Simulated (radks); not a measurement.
Results of a calculation; reference values are marked as such.
Q: Excited configurations of Ne III: one electron is placed in a higher orbital outside [He] 2s2 2p3. The ground configuration is [He] 2s2 2p4. Level of theory: Dirac Kohn-Sham, BLYP, spin-unpolarised, spherical densities, finite nucleus; open shells fill j = l - 1/2 first; Fermi nuclear charge, rms radius 3.0055 fm (a radial shooting solver on a logarithmic mesh with Libxc functionals). Excitation = E - E(ground); binding = E(ion) - E, where the ion is the core of charge +3; n* = 3/sqrt(2 binding) in atomic units, and the quantum defect is n - n*.

outer orbital  excitation (eV)  binding (eV)     n*  quantum defect  eigenvalue (eV)  <r> (bohr)
4p1/2                   56.900        10.517  3.412           0.588           -8.800       5.647
6p1/2                   62.980         4.438  5.253           0.747           -3.799       13.93

Estimate the row for 5f5/2.

A: excitation (eV) 62.290; binding (eV) 5.128; n* 4.887; quantum defect 0.113; eigenvalue (eV) -4.225; <r> (bohr) 10.11. The Delta-SCF ionisation energy is 67.418 eV (NIST Atomic Spectra Database: 63.423 eV, measured). Self-interaction in the functional shifts the binding energies and quantum defects, so they are the method's values and not measured ones. Spin polarisation and multiplet splitting are left out, so open shells lie too high by an amount that depends on their filling.

Beside tabulated values, note that spin-unpolarised runs miss the spin-polarisation part of the exchange energy of open shells.
